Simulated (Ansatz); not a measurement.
C2H6GeO, SMILES `[GeH3][CH]1CO1`. Total charge 0; spin multiplicity 1. All single points use the PBE0-D4/def2-TZVP geometry.

```xyz
10

Ge    0.506    0.994   -0.965
C    -0.673   -0.176    0.065
C    -0.139   -1.129    1.040
O    -0.733    0.078    1.469
H     0.723    0.403   -2.370
H    -0.123    2.389   -1.098
H     1.848    1.092   -0.224
H    -1.641   -0.419   -0.374
H     0.936   -1.202    1.191
H    -0.705   -2.030    1.265
```

Problem. What is the dipole moment at B3LYP/def2-TZVPP? (Estimate.)

Solution. Computed: 1.69 D, with components (0.26, -1.28, -1.07) D in this frame, pointing from negative to positive charge.

Problem. And with PBE, r2SCAN, ωB97M-V? (An estimate is asked.)

Solution. Computed: PBE 1.53 D, r2SCAN 1.61 D, ωB97M-V 1.70 D.

Problem. Give the Mulliken charges with B3LYP, r2SCAN, ωB97M-V in def2-TZVPP. (An estimate is asked.)

Solution. Ansatz gave: 
```csv
atom,B3LYP,r2SCAN,ωB97M-V
Ge1,0.13,0.14,0.08
C2,-0.04,-0.01,-0.10
C3,0.02,0.10,0.01
O4,-0.34,-0.34,-0.33
H5,-0.02,-0.02,0.01
H6,-0.01,-0.01,0.02
H7,-0.01,-0.01,0.02
H8,0.09,0.06,0.11
H9,0.08,0.05,0.09
H10,0.09,0.05,0.10
```

B3LYP here is the variant with VWN-RPA as its local correlation; programs differ in this.
